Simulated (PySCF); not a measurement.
BFH, SMILES [BH]F, multiplicity 2.

Coordinates come from a PBE0-D3(BJ)/def2-TZVPD optimisation. The isomer is the one that the SMILES or the coordinates give; other isomers of the formula were not compared.

Two levels are set side by side: PBE/def2-TZVPD (PySCF) and ωB97X/def2-TZVPD (PySCF). Same geometry, gas phase. Differences are taken from unrounded values.

```json
[
 {"quantity": "α-spin orbital gap (eV)", "ωB97X": "9.44", "PBE": "2.29", "PBE minus ωB97X": "-7.16"},
 {"quantity": "β-spin orbital gap (eV)", "ωB97X": "14.27", "PBE": "7.47", "PBE minus ωB97X": "-6.79"},
 {"quantity": "dipole moment (D)", "ωB97X": "0.64", "PBE": "0.58", "PBE minus ωB97X": "-0.06"},
 {"quantity": "mean polarisability (bohr³)", "ωB97X": "19.5", "PBE": "20.9", "PBE minus ωB97X": "1.4"}
]
```

PBE's more diffuse valence density responds more strongly to a field. Differences between two approximate levels are no errors against the true value.

Rough cost on one machine, each run with all the roots and properties that it gave: ωB97X against PBE within a factor of 2.
